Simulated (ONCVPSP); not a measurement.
**Ce ONCV: all-electron and pseudo phase curves**

ONCVPSP 4.0.1 input, shortened (lines: element, Z, core and valence counts, functional; n l f; lmax; l rc ep ncon nbas qcut; lloc lpopt rc5 dvloc0; l nproj debl; icmod fcfact rcfact), PBEsol, fully relativistic:

```
  Ce 58.00    9    3  -116133      upf
    1    0    2.00
    2    0    2.00
    2    1    6.00
    3    0    2.00
    3    1    6.00
    3    2   10.00
    4    0    2.00
    4    1    6.00
    4    2   10.00
    4    3    1.00
    5    0    2.00
    5    1    6.00
    3
    0    2.05    0.00    4    8    4.90
    1    2.65    0.00    4    7    4.20
    2    2.15    0.04    3    7    4.60
    3    1.45    0.00    4    9   10.40
    3    5    1.45    0.00
    0    2    3.40
    1    2    3.30
    2    2    1.80
    3    0    2.90
    3    3.00    1.15
```

Open shells are filled in proportion to 2j + 1.

In the p channel the program set the typed energies aside and used -1.655, 0.050 Ha (j = l + 1/2; the other j can differ). In the d channel the program set the typed energies aside and used 0.050, 1.850 Ha (j = l + 1/2; the other j can differ).

The phase is arctan(r·R′/R) of the radial function R(r), unwrapped; energies in Ha, scanned from -4 to 5 Ha. A pole is an energy at which the radial function vanishes at the test radius. The pseudo phase is shifted by a multiple of π to meet the all-electron one at the reference energy, and phase errors are pseudo minus all-electron; the curves can meet again beyond the range given. Levels narrower than the energy grid can be missing from the lists of poles. Where the grid stepped over a known ghost or core level, its pole and its step of π were put in at the level’s energy.

```csv
channel,radius (bohr),reference energy (Ha),"poles, all-electron","poles, pseudo",unbroken range about the reference energy with phases within 0.05 rad,phase error 1 Ha above the reference energy (rad)
s,2.08,-2.34,"-1.73, 4.85","-1.73, 4.55",the whole range,-0.000
p3/2,2.69,-1.66,"-1.44, 2.14","-2.37, -1.44, 2.10",-2.3 to 3.4,-0.000
p1/2,2.69,-1.76,"-1.58, 1.93","-1.90, -1.58, 1.91",-1.9 to 3.3,+0.000
d5/2,2.18,0.05,0.56,"0.56, 3.97",below 2.8,-0.000
d3/2,2.18,0.05,0.51,"0.51, 3.84",below 2.7,-0.001
f7/2,1.47,-1.05,-0.36,-0.24,-1.4 to -0.1,+0.057
f5/2,1.47,-1.06,-0.38,-0.24,-1.4 to -0.2,+0.064
```

Note: ghosts flagged at negative energy: s at -234.1 eV, p3/2 at -64.4 eV, p1/2 at -51.6 eV; GHOST(+) flagged for d3/2 at 104.1 eV, d5/2 at 107.1 eV. A true bound ghost makes a file unfit for plane-wave use.

Phases in the f5/2 channel:

```csv
E (Ha),all-electron,pseudo
-3.98,1.194,1.229
-3.50,1.142,1.186
-3.02,1.063,1.120
-2.54,0.923,1.003
-2.06,0.613,0.734
-1.58,-0.217,-0.098
-1.10,-1.115,-1.105
-0.62,-1.472,-1.448
-0.14,-1.651,-1.594
0.34,-1.784,-1.682
0.82,-1.921,-1.749
1.30,-2.107,-1.810
1.78,-2.424,-1.874
2.26,-2.998,-1.948
2.74,-3.666,-2.044
3.22,-4.073,-2.178
3.70,-4.285,-2.381
4.18,-4.408,-2.705
4.66,-4.489,-3.165
```
